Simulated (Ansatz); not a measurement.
Reactions of `OCB(F)Br`.

Computed with Ansatz on PBE0-D4/def2-TZVP structures; ΔE is electronic, products minus reactants. CCSD(T)/CBS adds triple-zeta CCSD(T) − MP2 to the extrapolated MP2 energy (def2 sets, frozen cores). This one scheme is used for every species, atoms too. Functionals use def2-TZVPP. B3LYP here is the variant with VWN-RPA as its local correlation; programs differ in this. No spin–orbit coupling; open shells (•) take unrestricted orbitals. Spin–orbit coupling would lower the free atoms: a little for B, C, F, O; clearly for Br. Bonds to Br are less sure, by a few kJ/mol each and by 10 to 20 or more in all where they break to atoms, as the def2 sets lack core-valence functions. Scalar relativity is left out up to krypton. One conformer a species, not always the lowest.

| reaction | CCSD(T)/CBS(def2) (kJ/mol) |
| --- | --- |
| `OCB(F)Br` + `[SiH3]CS` → `OCSC[SiH3]` + `FBBr` | 26 |
| `OCB(F)Br` + `C=N` → `C=NB(F)Br` + CH₃OH | ? |
| `OCB(F)Br` + H₂S → `OCB(F)S` + HBr | 13 |
| `OCB(F)Br` → `COB(F)Br` | -135 |
| `OCB(F)Br` + H–F → `FB(F)Br` + CH₃OH | -128 |
| `OCB(F)Br` → `F[B]Br`• + `[CH2]O`• | 425 |
| `OCB(F)Br` → B• + Br• + C• + F• + 3 H• + O• | 3119 |
| `OCB(F)Br` + H₂O → `OB(F)Br` + CH₃OH | ? |
| `OCB(F)Br` + H₂ → `OCBF` + HBr | 66 |
| `OCB(F)Br` + CH₄ → `CCB(F)Br` + H₂O | ? |

Task: Fill in the missing values. (An estimate is asked.)

Result: The calculation gave: `OCB(F)Br` + `C=N` → `C=NB(F)Br` + CH₃OH: -66.3 kJ/mol; `OCB(F)Br` + H₂O → `OB(F)Br` + CH₃OH: -126.0 kJ/mol; `OCB(F)Br` + CH₄ → `CCB(F)Br` + H₂O: -56.4 kJ/mol.

Largest T1 diagnostic: 0.016, for `[CH2]O`•.
